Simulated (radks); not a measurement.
Problem. Neutral lithium, [He] 2s1. All-electron calculation, non-relativistic Kohn-Sham, LDA (Slater exchange, Perdew-Wang correlation), spin-polarised, spherical densities, point nucleus. Program: a radial shooting solver on a logarithmic mesh with Libxc functionals. Every spin shell is full or empty, so the densities are truly spherical. Functionals are evaluated on that one density, not self-consistently. Rank these exchange functionals by their error against the exact value of the orbitals, and give that value: LDA, B88, PBE, revPBE, PW91, WC, AM05, SOGGA, EV93, APBE, TPSS, revTPSS, r2SCAN, MS2.

Solution. Exact: -1.75072 hartree. From best to worst, with 100 (|E| - |E exact|)/|E exact| (equal figures are ties): B88 -0.12, r2SCAN +0.13, revPBE +0.29, revTPSS +0.35, TPSS +0.47, APBE +0.50, MS2 +0.62, PW91 -0.77, PBE -1.10, WC -3.19, EV93 +4.87, SOGGA -5.71, AM05 -10.46, LDA -13.50.
